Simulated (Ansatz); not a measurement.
Steps of a relaxation of Cl₃H₃O₄SiTi (`O[Si](O)(O)[O][Ti]([Cl])([Cl])[Cl]`) with RKS PBE0-D4/def2-TZVP.

```sh
$ ansatz run in.yaml --threads 4 --pin off --events-out ev --progress --plain --max-ram 66560MiB --backend cuda --devices 0, --max-vram 37GiB
```

```yaml
crystal:
  periodic: [false, false, false]
  atoms:
    - {symbol: O, position_ang: [0.322487, 0.615793, -1.715801]}
    - {symbol: Si, position_ang: [0.623822, -0.623893, -0.662485]}
    - {symbol: O, position_ang: [2.249506, -0.712549, -0.379715]}
    - {symbol: O, position_ang: [0.115505, -2.133012, -1.127029]}
    - {symbol: O, position_ang: [-0.259172, -0.179325, 0.710119]}
    - {symbol: Ti, position_ang: [-1.145399, 1.138119, 1.469812]}
    - {symbol: Cl, position_ang: [0.122043, 2.921322, 1.493917]}
    - {symbol: Cl, position_ang: [-2.960435, 1.512881, 0.301167]}
    - {symbol: Cl, position_ang: [-1.672282, 0.549774, 3.514467]}
    - {symbol: H, position_ang: [0.965416, 0.709325, -2.440025]}
    - {symbol: H, position_ang: [2.560201, -1.566498, -0.031044]}
    - {symbol: H, position_ang: [-0.844692, -2.287338, -1.099382]}
basis:
  gaussian: {orbitals: def2-TZVP}
hamiltonian: {xc: pbe0, dispersion: d4}
relax: {f_tol: 0.005, max_steps: 150}
```

Positions (Å) and forces (eV/Å) along the path, 12 of 77 steps:

```xyz
12
step=1 energy=-76786.7421 eV
O     0.322    0.616   -1.716    0.693   -0.815    0.155
Si    0.624   -0.624   -0.662   -0.122    0.102    0.232
O     2.250   -0.713   -0.380   -0.888   -0.557    0.052
O     0.116   -2.133   -1.127   -0.312    0.910    0.319
O    -0.259   -0.179    0.710    0.486   -0.092   -0.857
Ti   -1.145    1.138    1.470    0.079   -0.072   -0.046
Cl    0.122    2.921    1.494   -0.144   -0.173    0.008
Cl   -2.960    1.513    0.301    0.161   -0.028    0.123
Cl   -1.672    0.550    3.514    0.045    0.059   -0.189
H     0.965    0.709   -2.440   -0.461   -0.039    0.481
H     2.560   -1.566   -0.031   -0.203    0.595   -0.248
H    -0.845   -2.287   -1.099    0.667    0.111   -0.030
12
step=23 energy=-76786.8645 eV
O     0.697    0.495   -1.971   -0.007   -0.014    0.023
Si    0.654   -0.561   -0.742    0.005   -0.006   -0.005
O     2.161   -0.857   -0.225   -0.024    0.001   -0.012
O    -0.035   -1.997   -1.076   -0.048    0.039   -0.002
O    -0.253    0.200    0.402    0.026   -0.020   -0.025
Ti   -1.171    1.202    1.492   -0.033    0.017    0.044
Cl   -0.299    3.198    1.560   -0.022   -0.039    0.000
Cl   -3.231    1.294    0.775    0.032    0.007    0.004
Cl   -1.136    0.295    3.478    0.011    0.024   -0.038
H     1.348    0.361   -2.661    0.002   -0.008    0.006
H     2.315   -1.665    0.269   -0.006    0.002   -0.002
H    -0.975   -2.020   -1.267    0.063   -0.004    0.007
12
step=31 energy=-76786.8657 eV
O     0.753    0.518   -1.942    0.010   -0.016    0.013
Si    0.657   -0.562   -0.738   -0.018    0.017    0.019
O     2.145   -0.917   -0.202   -0.014   -0.014    0.004
O    -0.066   -1.968   -1.117    0.007    0.001   -0.001
O    -0.246    0.200    0.409    0.004    0.011    0.000
Ti   -1.171    1.200    1.498   -0.009   -0.009   -0.011
Cl   -0.400    3.235    1.466   -0.003   -0.019   -0.005
Cl   -3.257    1.181    0.847    0.030   -0.003    0.008
Cl   -1.021    0.382    3.515    0.002    0.004   -0.023
H     1.415    0.375   -2.620   -0.005    0.004    0.003
H     2.262   -1.739    0.277   -0.003    0.019   -0.011
H    -0.994   -1.961   -1.358    0.000    0.006    0.003
12
step=35 energy=-76786.8662 eV
O     0.805    0.540   -1.915    0.007   -0.019    0.013
Si    0.660   -0.560   -0.734    0.007   -0.011   -0.013
O     2.127   -0.966   -0.180   -0.020   -0.015   -0.003
O    -0.096   -1.938   -1.152   -0.001    0.013   -0.005
O    -0.241    0.204    0.411    0.005   -0.001   -0.008
Ti   -1.172    1.197    1.497   -0.019    0.025    0.029
Cl   -0.480    3.258    1.376   -0.012   -0.023    0.000
Cl   -3.272    1.072    0.908    0.021    0.003    0.007
Cl   -0.924    0.445    3.530   -0.004    0.007   -0.019
H     1.476    0.393   -2.584   -0.002    0.003    0.000
H     2.212   -1.800    0.285    0.003    0.017   -0.008
H    -1.019   -1.899   -1.408    0.014    0.003    0.008
12
step=36 energy=-76786.8664 eV
O     0.812    0.541   -1.913    0.005   -0.013    0.009
Si    0.661   -0.560   -0.735    0.003   -0.005   -0.005
O     2.126   -0.972   -0.178   -0.015   -0.010   -0.003
O    -0.099   -1.935   -1.156    0.003    0.009   -0.004
O    -0.240    0.205    0.411    0.004    0.001   -0.006
Ti   -1.172    1.197    1.497   -0.005    0.012    0.012
Cl   -0.491    3.260    1.370   -0.006   -0.009   -0.001
Cl   -3.272    1.062    0.914    0.007    0.000    0.005
Cl   -0.914    0.452    3.531   -0.005    0.001   -0.007
H     1.482    0.394   -2.581   -0.001    0.002    0.000
H     2.207   -1.807    0.285    0.004    0.010   -0.004
H    -1.022   -1.893   -1.410    0.006    0.001    0.005
12
step=38 energy=-76786.8665 eV rejected
O     0.872    0.558   -1.890   -0.010   -0.012    0.018
Si    0.667   -0.559   -0.735    0.018   -0.012   -0.011
O     2.110   -1.025   -0.165   -0.028   -0.008   -0.001
O    -0.127   -1.904   -1.193   -0.003    0.031    0.003
O    -0.231    0.212    0.409   -0.011    0.024    0.019
Ti   -1.172    1.195    1.499    0.002    0.002   -0.017
Cl   -0.588    3.283    1.294   -0.006   -0.034    0.005
Cl   -3.282    0.960    0.978    0.030   -0.001    0.010
Cl   -0.828    0.516    3.543   -0.006    0.008   -0.024
H     1.547    0.405   -2.552    0.002   -0.006    0.003
H     2.160   -1.870    0.285    0.001    0.016   -0.007
H    -1.050   -1.828   -1.440    0.011   -0.007    0.002
12
step=49 energy=-76786.8670 eV
O     0.952    0.561   -1.891   -0.001   -0.021    0.012
Si    0.681   -0.546   -0.740   -0.006    0.023    0.010
O     2.096   -1.090   -0.168   -0.013   -0.005    0.002
O    -0.184   -1.843   -1.203    0.006   -0.001    0.007
O    -0.176    0.270    0.405    0.000    0.006   -0.002
Ti   -1.166    1.198    1.499    0.016   -0.021   -0.024
Cl   -0.731    3.317    1.267   -0.003   -0.004    0.000
Cl   -3.258    0.802    1.009    0.007    0.003    0.000
Cl   -0.751    0.565    3.543    0.000   -0.001    0.001
H     1.622    0.368   -2.548   -0.006    0.003    0.005
H     2.100   -1.931    0.293   -0.001    0.010   -0.007
H    -1.107   -1.726   -1.432    0.001    0.007   -0.001
12
step=57 energy=-76786.8680 eV
O     0.986    0.530   -1.930    0.032    0.001   -0.048
Si    0.714   -0.519   -0.727   -0.072   -0.048    0.021
O     2.119   -1.145   -0.222    0.004    0.016   -0.011
O    -0.270   -1.765   -1.092    0.041    0.067    0.010
O    -0.010    0.393    0.441   -0.001   -0.007   -0.011
Ti   -1.136    1.203    1.494   -0.016   -0.022   -0.023
Cl   -0.870    3.359    1.354   -0.002   -0.018    0.000
Cl   -3.147    0.645    0.834    0.047    0.011    0.013
Cl   -0.814    0.525    3.542   -0.003    0.007   -0.018
H     1.597    0.273   -2.622   -0.036    0.011    0.044
H     2.097   -1.973    0.258   -0.008   -0.018    0.011
H    -1.189   -1.581   -1.298    0.014   -0.001    0.012
12
step=58 energy=-76786.8683 eV
O     0.986    0.531   -1.930    0.022   -0.003   -0.027
Si    0.715   -0.517   -0.726   -0.057   -0.028    0.023
O     2.119   -1.148   -0.224    0.005    0.011   -0.008
O    -0.274   -1.759   -1.085    0.029    0.046    0.001
O    -0.002    0.399    0.443    0.004   -0.010   -0.001
Ti   -1.134    1.201    1.494    0.005   -0.015   -0.036
Cl   -0.873    3.358    1.354   -0.005   -0.005    0.003
Cl   -3.137    0.634    0.821    0.019    0.007    0.009
Cl   -0.817    0.523    3.542   -0.002    0.002   -0.004
H     1.594    0.271   -2.624   -0.019    0.007    0.022
H     2.094   -1.976    0.256   -0.006   -0.009    0.005
H    -1.193   -1.572   -1.287    0.006   -0.002    0.010
12
step=64 energy=-76786.8700 eV
O     1.010    0.528   -1.938    0.007    0.005   -0.010
Si    0.738   -0.493   -0.712   -0.002   -0.024   -0.006
O     2.127   -1.200   -0.271   -0.001    0.008   -0.006
O    -0.339   -1.676   -1.005   -0.007    0.012   -0.013
O     0.132    0.475    0.480   -0.003    0.003    0.013
Ti   -1.102    1.192    1.476   -0.013   -0.006    0.003
Cl   -0.986    3.362    1.375    0.003    0.012    0.000
Cl   -3.012    0.494    0.665    0.004    0.000    0.003
Cl   -0.866    0.497    3.529   -0.002    0.002   -0.001
H     1.564    0.226   -2.659   -0.002    0.003    0.000
H     2.072   -2.024    0.214    0.001   -0.008    0.006
H    -1.262   -1.439   -1.119    0.013   -0.006    0.011
12
step=71 energy=-76786.8706 eV rejected
O     1.018    0.560   -1.901    0.000   -0.010    0.002
Si    0.742   -0.500   -0.709    0.012    0.004   -0.002
O     2.131   -1.226   -0.301   -0.023   -0.002    0.005
O    -0.343   -1.666   -1.038   -0.001   -0.004    0.002
O     0.141    0.429    0.518    0.000    0.007   -0.008
Ti   -1.100    1.184    1.476   -0.007    0.000    0.023
Cl   -0.983    3.350    1.308    0.006   -0.002   -0.008
Cl   -3.004    0.463    0.667    0.007   -0.003   -0.002
Cl   -0.890    0.563    3.555   -0.002   -0.002   -0.008
H     1.563    0.276   -2.636   -0.004    0.006    0.003
H     2.074   -2.057    0.173    0.008    0.002   -0.004
H    -1.272   -1.431   -1.081    0.004    0.002   -0.002
12
step=77 energy=-76786.8707 eV
O     1.013    0.567   -1.888    0.000   -0.004    0.001
Si    0.742   -0.502   -0.703    0.001    0.003   -0.001
O     2.131   -1.229   -0.301   -0.002   -0.003    0.001
O    -0.343   -1.667   -1.039    0.000    0.001    0.000
O     0.143    0.420    0.530    0.001   -0.001    0.000
Ti   -1.100    1.182    1.480    0.000    0.000   -0.001
Cl   -0.977    3.346    1.283    0.000    0.000    0.001
Cl   -2.999    0.454    0.668    0.000    0.000    0.000
Cl   -0.897    0.580    3.564    0.000    0.000    0.000
H     1.556    0.292   -2.628   -0.001    0.001    0.000
H     2.078   -2.070    0.156    0.000    0.003   -0.001
H    -1.271   -1.428   -1.088    0.000   -0.001    0.000
```

It took 3.9 min on 4 threads of an AMD EPYC 7R13 on a shared host and a share of an NVIDIA H100 80 GB, with 1.1 GiB of host memory at the peak.
